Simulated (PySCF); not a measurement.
Gas-phase reaction: GeH₄ + 2 F ⇌ GeH₂F₂ + 2 H

Energies from PySCF (xtb for GFN2), thermal terms from the rigid-rotor harmonic-oscillator model, ideal gas at 1 bar. † marks an energy on the PBE0/def2-TZVP geometry and frequencies; other levels use their own. MP2 and CCSD(T) freeze the core. Open shells (unrestricted): F (multiplicity 2), H (multiplicity 2); the rest are closed-shell singlets. GFN2 has no spin-polarisation term. Spin-orbit splitting is ignored; it lowers the true energy and changes the entropy of F. Ge: all electrons, no relativistic terms. GeH₂F₂: computed as isolated molecules; such fragments, hydroxides, amides, oligomers or adducts are transient or little studied in the gas. MP2 isn't extrapolated to the basis-set limit. CCSD(T) isn't extrapolated to the basis-set limit.

MP2/def2-SVP† gives ΔH°(298 K) = -399 kJ.

### Question
What do GFN2-xTB, CCSD(T)/def2-TZVPP†, LDA/def2-TZVP† give?

### Answer
GFN2-xTB: -278 kJ; CCSD(T)/def2-TZVPP†: -348 kJ; LDA/def2-TZVP†: -489 kJ. For scale, ΔH°(298 K) is -399 kJ at this level, -363 kJ at ωB97M-V/def2-TZVP†, and runs from -489 to -192 kJ over the 20 levels computed.
